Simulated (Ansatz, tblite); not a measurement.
Cost and result up the ladder for `c1c[se]c(-c2ccc(-c3ccc(-c4ccc(-c5ccc(-c6ccc(-c7ccc(-c8ccc(-c9ccc[se]9)[se]8)[se]7)[se]6)[se]5)[se]4)[se]3)[se]2)c1` (65 atoms). Charge 0, multiplicity 1. Geometry: PBE-D4/def2-SVP.

```xyz
65

C    -5.683    6.795   13.975
C    -6.270    5.669   14.517
Se   -6.134    4.204   13.363
C    -5.194    5.329   12.161
C    -4.713    4.856   10.885
C    -4.470    5.600    9.733
C    -3.991    4.871    8.617
C    -3.827    3.498    8.803
C    -3.385    2.507    7.865
C    -3.319    1.120    8.015
C    -2.835    0.396    6.901
C    -2.480    1.153    5.783
C    -1.974    0.713    4.517
C    -1.484    1.473    3.454
C    -1.051    0.750    2.320
C    -1.163   -0.639    2.396
C    -0.811   -1.628    1.421
C    -0.857   -3.021    1.523
C    -0.432   -3.745    0.387
C    -0.023   -2.979   -0.707
C     0.449   -3.441   -1.982
C     0.257   -4.695   -2.567
C     0.835   -4.878   -3.845
C     1.528   -3.783   -4.367
C     2.207   -3.685   -5.629
C     2.657   -4.725   -6.445
C     3.302   -4.335   -7.641
C     3.418   -2.961   -7.860
C     4.030   -2.268   -8.958
C     4.327   -0.912   -9.087
C     4.960   -0.524  -10.294
C     5.202   -1.546  -11.209
C     5.824   -1.448  -12.507
C     5.906   -0.333  -13.337
C     6.605   -0.531  -14.564
C     7.097   -1.805  -14.760
Se    6.715   -2.918  -13.308
Se    4.552   -3.191  -10.533
Se    2.594   -2.014   -6.436
Se    1.505   -2.354   -3.121
Se   -0.198   -1.134   -0.307
Se   -1.912   -1.132    4.071
Se   -2.777    2.997    6.134
Se   -4.283    3.036   10.587
C    -5.092    6.612   12.691
H    -5.663    7.758   14.506
H    -6.770    5.571   15.487
H    -4.677    6.679    9.692
H    -3.785    5.349    7.647
H    -3.631    0.626    8.947
H    -2.733   -0.700    6.911
H    -1.427    2.571    3.509
H    -0.635    1.247    1.429
H    -1.185   -3.518    2.449
H    -0.389   -4.844    0.366
H    -0.349   -5.470   -2.075
H     0.714   -5.807   -4.422
H     2.548   -5.777   -6.146
H     3.723   -5.066   -8.349
H     4.112   -0.197   -8.279
H     5.282    0.509  -10.489
H     5.430    0.621  -13.067
H     6.732    0.268  -15.310
H     7.652   -2.187  -15.626
H    -4.559    7.413   12.159
```

Ansatz on 11 threads of AMD EPYC 7R13 on a shared host and a whole NVIDIA H100 80GB HBM3; xTB runs through tblite on one thread. Times are rough, summed over both states, and most runs start from the orbitals of an earlier one. No level here is sound enough to serve as a yardstick. The other state is a triplet.

The xTB rows come from tblite. Single mean-field runs in def2-TZVP are fitted with def2-universal-jkfit.

xTB has no spin-polarisation term.

| level | functions | wall time | vertical triplet (eV) | remarks |
| --- | --- | --- | --- | --- |
| GFN1-xTB | 265 | 1 s | 1.25 | – |
| GFN2-xTB | 245 | 1.1 s | 1.19 | – |
| PBE-D4/def2-TZVP (with forces) | 1668 | 27 s | 1.10 | restricted SCF unstable in HF (singlet) |
| PBE0-D4/def2-TZVP (with forces) | 1668 | 78 s | 1.36 | restricted SCF unstable in HF (singlet) |
